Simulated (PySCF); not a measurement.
# PbI₂: one-bond stretch

Level of theory: BP86/[Pb def2-TZVP with ECP60, I def2-TZVP with ECP28], scalar-relativistic core potentials, density fitting, no spin–orbit coupling, PySCF.

Rigid scan from the singlet minimum (Pb–I 2.837 Å (×2); I–Pb–I 101.8°). Coordinate: the bond from Pb to the last atom (I) scaled, the rest fixed. Energies in kJ/mol from the minimum.

Task: Predict the curve at 0.92, 0.96, 1.00, 1.05, 1.12, 1.20, 1.35, 1.55, 1.80, 2.20.

Result: 
```csv
scale of one bond,E (kJ/mol),dipole size (D)
0.92,23.3,3.13
0.96,5.0,3.25
1.00,0.0,3.47
1.05,5.8,3.88
1.12,26.6,4.58
1.20,58.3,5.44
1.35,118.8,6.96
1.55,181.7,–
1.80,229.0,–
2.20,261.2,–
```

At long bonds a restricted determinant can lie too high, and another spin state can fall below this curve.

No spin–orbit coupling is included, which matters more the heavier the element.
